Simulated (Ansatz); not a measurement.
Job for Ansatz (a program for electronic structure): R-B3LYP-D3(BJ)/def2-TZVP on F4OS (SMILES O=S(F)(F)(F)F).

Ansatz 0.2 input:
```yaml
crystal:
  periodic: [false, false, false]
  atoms:
    - {symbol: F, position_ang: [-0.28290000, 1.38700000, -0.69690000]}
    - {symbol: S, position_ang: [-0.03760000, -0.07720000, -0.07240000]}
    - {symbol: F, position_ang: [1.51000000, 0.22910000, -0.39250000]}
    - {symbol: F, position_ang: [0.55400000, -0.83460000, 1.21940000]}
    - {symbol: F, position_ang: [-1.23580000, 0.32900000, 0.92320000]}
    - {symbol: O, position_ang: [-0.50770000, -1.03320000, -0.98090000]}
basis:
  gaussian:
    orbitals: def2-TZVP
hamiltonian:
  xc: b3lyp
  dispersion: d3bj
relax: {f_tol: 0.004, max_steps: 120}
scf: {lower_state_search: off}
```

Predict the final total energy.

-872.9614 hartree.

How many basis functions does it have, and what does it roughly cost on one machine?

192 functions; roughly 30 core-seconds.
